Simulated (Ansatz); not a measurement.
One change: `[SH][Ga]([Br])[Br]` becomes `[SiH3][O][Ga]([Br])[Br]`.

Ansatz, PBE0-D4/def2-TZVP geometries, multiplicity 1. Each molecule was computed in one conformer, which needn't be the lowest.

Scalar relativity is left out up to krypton. Spin–orbit coupling is left out; it splits and shifts lone-pair levels of the heavy atoms by tenths of an eV.

```tsv
property	`[SH][Ga]([Br])[Br]`
LUMO energy (ωB97M-V/def2-TZVPP) / eV	0.09
size of the dipole moment (ωB97M-V/def2-TZVPP) / D	1.18
HOMO energy (ωB97M-V/def2-TZVPP) / eV	-10.43
HOMO–LUMO gap (PBE0/def2-TZVPP) / eV	6.46
HOMO energy (PBE/def2-TZVPP) / eV	-7.02
size of the dipole moment (B3LYP/def2-TZVPP) / D	1.19
```

(1) Give the same properties after the change, and the shifts. (An estimate is asked.)

## Answers

(1) Ansatz gave: 
```
                                          property  `[SiH3][O][Ga]([Br])[Br]`  shift
             LUMO energy (ωB97M-V/def2-TZVPP) / eV                      -0.03  -0.12
size of the dipole moment (ωB97M-V/def2-TZVPP) / D                       0.30  -0.88
             HOMO energy (ωB97M-V/def2-TZVPP) / eV                     -11.01  -0.58
              HOMO–LUMO gap (PBE0/def2-TZVPP) / eV                       6.88   0.42
                 HOMO energy (PBE/def2-TZVPP) / eV                      -7.48  -0.46
  size of the dipole moment (B3LYP/def2-TZVPP) / D                       0.31  -0.88
```

With PBE0 the HOMO falls by 0.54 eV and the LUMO falls by 0.12 eV, so the gap widens by about 0.42 eV. PBE moves the HOMO by -0.46 eV and ωB97M-V by -0.58 eV. Dipoles are sizes alone; their direction can turn.

Positive LUMOs are unbound, so they and the gaps depend on the basis.

B3LYP here is the variant with VWN-RPA as its local correlation; programs differ in this.
